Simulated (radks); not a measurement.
Question: The table gives one normalised radial function P(r) = r R(r) of Mn2+ in [Ar] 3d4.75 4d0.25 (r in bohr). Calculated with a radial shooting solver on a logarithmic mesh with Libxc functionals: scalar-relativistic Kohn-Sham, PBE, spin-polarised, spherical densities, point nucleus; open shells are filled with parallel spins first.

| r | P |
|---|---|
| 0.002016 | 0.0570 |
| 0.002667 | 0.0738 |
| 0.003557 | 0.0957 |
| 0.004707 | 0.1223 |
| 0.006228 | 0.1548 |
| 0.008306 | 0.1944 |
| 0.01099 | 0.2382 |
| 0.01466 | 0.2856 |
| 0.0194 | 0.3285 |
| 0.02566 | 0.3582 |
| 0.03423 | 0.3592 |
| 0.04529 | 0.3114 |
| 0.05992 | 0.1957 |
| 0.07992 | -0.0042 |
| 0.1057 | -0.2591 |
| 0.1399 | -0.5094 |
| 0.1866 | -0.6424 |
| 0.2469 | -0.5214 |
| 0.3293 | -0.0847 |
| 0.4357 | 0.5262 |
| 0.5765 | 1.0463 |
| 0.769 | 1.2070 |
| 1.017 | 0.9660 |
| 1.346 | 0.5552 |
| 1.795 | 0.2153 |
| 2.376 | 0.0552 |
| 3.143 | 0.0082 |
| 4.192 | 0.0005 |
| 5.547 | 0.0000 |
| 7.398 | 0.0000 |
| 9.789 | 0.0000 |
| 12.95 | 0.0000 |

Which n and l does it have? It may be an empty orbital.

Answer: n = 3, l = 0: the number of nodes gives n - l - 1 = 2, the rise at small r (about r^(l+1)) gives l, and the extent must fit the shell. The curve is that of 3s up; the table hardly tells the two spins apart. 3s up: eigenvalue -107.98 eV, 2 radial nodes at r = 0.0795, 0.343 bohr, <r> = 0.850 bohr, 90 % of the charge inside 1.27 bohr.
